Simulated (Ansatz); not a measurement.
**Stretch profile**

C2H5Te (SMILES C[CH+][TeH]) (charge +1), singlet, at its PBE0-D4/def2-TZVP minimum:

```
8
angstrom
C -0.0856 1.0864 -0.2432
C -0.1588 -0.3447 0.0080
Te 1.2957 -1.4427 0.7581
H -0.9074 1.5779 0.2997
H -0.3213 1.2674 -1.3029
H 0.8622 1.5566 0.0126
H -1.0866 -0.8596 -0.2334
H 0.4018 -2.8413 0.7010
```

The bond length C2–Te3 (1.971 Å at the minimum) is set to the values below, the two halves moving rigidly along the bond. Each method's energies count from its own value at the PBE0-D4 minimum structure. Ansatz 0.2.0; basis: def2-TZVPP; cores frozen in the correlated methods. Filled d shells of the heavier atoms are correlated. Core potentials replace the inner electrons of the atoms past krypton. The def2 sets are not built for correlating such inner shells, so the correlated values are less sure here. B3LYP uses VWN-RPA correlation.

CCSD(T) energies along the scan:
```
bond length (Å)  CCSD(T) (kcal/mol)
          1.774               15.38
          1.813                9.33
          1.871                3.47
          1.939                0.36
          2.014                0.41
          2.095                3.38
          2.180                8.67
          2.271               15.87
          2.365               24.23
```
They count from the CCSD(T) energy at the PBE0-D4 minimum.

Minimum and curvature along this coordinate at CCSD(T): A fifth-order fit through the nearest points gives 1.974 Å, with a curvature of about 24 eV/Å².

Treat the two halves as rigid bodies and work out the harmonic wavenumber of this stretch from that curvature (ν̃ = 521.5 √(k/μ) cm⁻¹ with k in eV/Å² and μ in u).

The halves weigh 28.05 and 128.61 u, so μ = 28.05 × 128.61/156.66 = 23.028 u and ν̃ = 521.5 √(24/23.028) ≈ 530 cm⁻¹. A true normal mode mixes in other motions, so this is a guide only.

Largest difference from the CCSD(T) curve over the scan: r2SCAN-D4 1.76; PBE0-D4 0.61; B3LYP-D4 2.85; wB97M-V 1.42 kcal/mol. Each curve counts from its own value at the minimum.

T1 diagnostic: at most 0.042. The T1 diagnostic is large here, which may signal multireference character or strong orbital relaxation, so CCSD(T) is less sure. The restricted Hartree–Fock reference is unstable towards an unrestricted one here.

For scale, one of the runs: CCSD(T)/def2-TZVPP, 182 basis functions, launched by `ansatz run in.yaml --threads 2 --pin off --events-out ev --progress --plain --max-ram 4352MiB`. Time: 2.4 min of wall clock on 2 CPU threads of an Intel Xeon Platinum 8259CL; the host was shared. Peak host memory: 1.1 GiB.
